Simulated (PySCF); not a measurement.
An EPR job on `C[SiH]C=O` [radical].

Method: UKS B3LYP, pcH-1 on C H O Si, non-relativistic, mean-field spin-orbit, GIAO (PySCF 2.14.0). Geometry: GFN2-xTB. A driver script takes a list of jobs; this job's settings line and coordinates (Å) are shown.

Input:
```
{"job": {"kind": "epr", "basis": "pcH-1"}, "charge": 0, "multiplicity": 2}
C     -1.263087     0.170216     0.724067
Si     0.109427     0.458738    -0.536878
C      1.626875    -0.589727    -0.563818
O      1.821541    -1.515663     0.227325
H     -2.208442    -0.072486     0.242637
H     -0.993233    -0.661344     1.371564
H     -1.426684     1.045089     1.350356
H     -0.041175     1.533067    -1.506507
H      2.388340    -0.361896    -1.333926
```

Output:
```
UKS, coarse grid
  cycle   1  E = -443.71033804  |g| = 6.48e-01
  cycle   2  E = -441.45662919  |g| = 2.02e+00
  cycle   3  E = -443.87035685  |g| = 2.06e-01
  cycle   4  E = -443.88625794  |g| = 1.61e-01
  cycle   5  E = -443.89862513  |g| = 3.46e-02
  cycle   6  E = -443.89925674  |g| = 1.55e-02
  cycle   7  E = -443.89942139  |g| = 8.18e-03
  cycle   8  E = -443.89947756  |g| = 1.90e-03
  cycle   9  E = -443.89948266  |g| = 9.55e-04
UKS, final grid
  cycle   1  E = -443.89949647  |g| = 9.25e-04
  cycle   2  E = -443.89949615  |g| = 1.48e-03
  cycle   3  E = -443.89949725  |g| = 3.80e-04
  cycle   4  E = -443.89949733  |g| = 1.73e-04
  cycle   5  E = -443.89949740  |g| = 1.24e-04
  cycle   6  E = -443.89949742  |g| = 1.37e-05
  cycle   7  E = -443.89949742  |g| = 5.15e-06
E = -443.89949742 Eh   <S^2> = 0.7595 (exact 0.7500)
g shifts (ppm)      1          2          3
  rmc          -166       -166       -166
  gc            -13         30         31
  oz_so         -49       1646       4883
  total        -229       1510       4748
hyperfine (MHz)  atom isotope    a_iso     a_fc   dipolar eigenvalues
    0   13C     -10.61     -10.64     -1.88     -0.71      2.59
    1  29Si    -126.99    -128.08   -162.42     80.87     81.55
    2   13C     -29.76     -29.73     -3.21     -1.57      4.78
    3   17O     -17.70     -17.55    -79.03     38.17     40.86
    4    1H      40.99      40.99     -2.67     -1.70      4.37
    5    1H       0.83       0.83     -2.09     -1.72      3.80
    6    1H      40.53      40.53     -2.66     -1.71      4.37
    7    1H     -39.68     -39.70    -10.92      3.49      7.43
    8    1H      -9.58      -9.58     -2.21     -2.07      4.28
```

rmc, gc and oz_so are the mass-correction, gauge-correction and orbital-Zeeman/spin–orbit parts of the g shift along its three principal axes; a_iso is the isotropic hyperfine coupling and a_fc its Fermi-contact part. The program numbers atoms from 0.

**Question.** How far is ⟨S²⟩ from the pure-spin value?

**Answer.** S = 0.5 gives S(S+1) = 0.75; the run has 0.7595, 0.0095 more.

In short: ⟨S²⟩ 0.759; g_iso 2.0043.

One conformer (not necessarily the lowest) at the GFN2-xTB geometry, without solvent, vibrations or thermal averaging.

**Question.** Estimate the wall time. Hardware: Arm Neoverse V1, one thread (shared host).

**Answer.** About 17 s.
Labels such as C1 count atoms from 1, the log's own numbers from 0.
